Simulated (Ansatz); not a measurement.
Total energies of InSn19H30, a doped nanocrystal cut from the lattice of tin (In on a surface site) from Ansatz at BHLYP-D4/def2-SVP, gas phase (1 Eh = 27.2114 eV = 2625.5 kJ/mol). The reference geometry is relaxed at PBE-D4/def2-SVP.

```xyz
50

Sn    1.687   -1.673    2.779
Sn   -1.618   -0.027    5.642
Sn    0.219    2.691    2.416
Sn   -4.132    1.068    1.930
Sn    4.915   -3.231   -0.201
Sn    3.575    0.994   -0.528
In    2.164   -2.026   -3.927
Sn   -0.785   -0.155   -0.854
Sn   -2.753    3.980   -1.408
Sn    0.648    2.403   -4.441
Sn   -0.569   -2.295    4.350
Sn    2.770   -3.930    1.484
Sn    1.246    0.475    0.992
Sn   -3.188   -1.087    0.344
Sn   -2.168    1.976    3.739
Sn   -4.924    3.113    0.158
Sn   -0.270   -2.575   -2.269
Sn    4.169   -1.279   -2.098
Sn    1.423    0.012   -5.715
Sn   -1.518    1.820   -2.734
H     2.890   -1.053    3.881
H    -0.458    0.577    6.784
H    -3.064   -0.414    6.524
H     1.385    3.200    3.601
H    -0.051    4.031    1.344
H    -5.509    0.488    2.833
H     6.196   -2.665    0.829
H     5.492   -4.678   -0.973
H     4.836    1.384    0.605
H     3.273    2.427   -1.465
H     2.097   -3.722   -4.415
H    -1.599    4.788   -0.396
H    -3.306    5.130   -2.588
H     1.891    3.089   -3.443
H     0.123    3.655   -5.529
H    -0.138   -3.502    5.524
H    -1.802   -2.985    3.342
H     3.256   -5.058    2.716
H     1.489   -4.681    0.585
H    -2.938   -2.538    1.262
H    -4.334   -1.447   -0.913
H    -2.839    3.384    4.522
H    -5.592    4.430    1.076
H    -6.178    2.512   -0.882
H    -0.042   -3.909   -1.167
H    -1.658   -3.004   -3.237
H     5.656   -0.826   -2.900
H     2.730    0.468   -6.773
H     0.082   -0.370   -6.757
H    -2.782    1.035   -3.648
```

```
                 state   geometry  energy (Eh)
      charge 0 doublet  reference  -4278.81901
      charge 1 singlet  reference  -4278.55027
     charge -1 singlet  reference  -4278.95493
free Sn atom (triplet)          –   -214.18391
free In atom (doublet)          –   -190.03595
 free H atom (doublet)          –     -0.49784
```

In the def2 sets In, Sn take a core potential; there is no spin–orbit coupling. Single mean-field runs in def2-SVP are fitted with def2-universal-jkfit.

Other spin states of the ions weren't run at this level and may lie lower.

Q: Work out the vertical ionisation energy to the singlet.

A: E(charge 1 singlet) − E(charge 0 doublet) = -4278.55027 − (-4278.81901) = 0.26874 Eh = 7.31 eV. For comparison, −ε of the highest occupied level of the spin that leaves is 6.88 eV at this level, 0.43 eV less.

Q: Work out the vertical electron affinity, to the singlet.

A: E(charge 0 doublet) − E(charge -1 singlet) = -4278.81901 − (-4278.95493) = 0.13592 Eh = 3.70 eV. The basis lacks diffuse functions, which makes affinities too small.

Q: Give the fundamental gap IE − EA, the Mulliken electronegativity (IE + EA)/2 and the hardness (IE − EA)/2.

A: From the values in Eh: IE − EA = 0.26874 − 0.13592 = 0.13282 Eh = 3.61 eV; (IE + EA)/2 = 5.51 eV; (IE − EA)/2 = 1.81 eV.

Q: What is the binding energy per atom against free atoms?

A: Atoms: 19 × (-214.18391) + 1 × (-190.03595) + 30 × (-0.49784) = -4274.46544 Eh. Binding: -4274.46544 − (-4278.81901) = 4.35357 Eh = 118.47 eV, or 2.37 eV for each of 50 atoms (no zero-point energy, no counterpoise term).
